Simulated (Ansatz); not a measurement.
Gas-phase electronic energies from Ansatz, PBE0-D4/def2-TZVP geometries. CCSD(T)/CBS adds triple-zeta CCSD(T) − MP2 to the extrapolated MP2 energy (def2 sets, frozen cores). This one scheme is used for every species. DFT in def2-TZVPP. B3LYP here is the variant with VWN-RPA as its local correlation; programs differ in this. HSE06 is defined as in plane-wave codes. One conformer a species, not always the lowest.

Consider the formal loss of a carbene: `FC(F)C1(F)OC1(F)F` → `FC1(F)OC1(F)F` + `[CH]F`.

```json
{"level": "BLYP-D4", "ΔE (kJ/mol)": "361.7", "difference from CCSD(T)/CBS": "-14.4"}
{"level": "r2SCAN-D4", "ΔE (kJ/mol)": "396.2", "difference from CCSD(T)/CBS": "20.1"}
{"level": "B97M-V", "ΔE (kJ/mol)": "377.6", "difference from CCSD(T)/CBS": "1.5"}
{"level": "PBE0-D4", "ΔE (kJ/mol)": "396.6", "difference from CCSD(T)/CBS": "20.5"}
{"level": "HSE06-D4", "ΔE (kJ/mol)": "396.2", "difference from CCSD(T)/CBS": "20.1"}
{"level": "PBE-QIDH", "ΔE (kJ/mol)": "398.9", "difference from CCSD(T)/CBS": "22.8"}
{"level": "PBE", "ΔE (kJ/mol)": "381.2", "difference from CCSD(T)/CBS": "5.1"}
{"level": "PBE0", "ΔE (kJ/mol)": "390.6", "difference from CCSD(T)/CBS": "14.5"}
{"level": "B3LYP", "ΔE (kJ/mol)": "362.9", "difference from CCSD(T)/CBS": "-13.2"}
{"level": "BHLYP", "ΔE (kJ/mol)": "372.6", "difference from CCSD(T)/CBS": "-3.5"}
{"level": "LC-ωPBE", "ΔE (kJ/mol)": "392.1", "difference from CCSD(T)/CBS": "16.0"}
{"level": "RPA@PBE/def2-TZVPP", "ΔE (kJ/mol)": "347.1", "difference from CCSD(T)/CBS": "-29.0"}
{"level": "MP2/def2-SVP", "ΔE (kJ/mol)": "399.5", "difference from CCSD(T)/CBS": "23.4"}
{"level": "CCSD/def2-TZVPP", "ΔE (kJ/mol)": "368.1", "difference from CCSD(T)/CBS": "-8.0"}
{"level": "HF/def2-QZVPP", "ΔE (kJ/mol)": "331.5", "difference from CCSD(T)/CBS": "-44.6"}
{"level": "CCSD/CBS(def2)", "ΔE (kJ/mol)": "373.4", "difference from CCSD(T)/CBS": "-2.7"}
{"level": "CCSD(T)/CBS", "ΔE (kJ/mol)": "376.1", "difference from CCSD(T)/CBS": "0"}
```

Largest T1 diagnostic among the species: 0.018.

Leaving LDA and LC-ωPBE aside and taking each functional with its dispersion term where it has one, the values, not all of them listed here, spread over 38.6 kJ/mol, from BLYP-D4 to r2SCAN0-D4. LDA lies +58.9 kJ/mol from PBE without D4. From r2SCAN to r2SCAN0 (25 % exact exchange), in def2-TZVPP and without D4, ΔE moves by +3.8 kJ/mol.
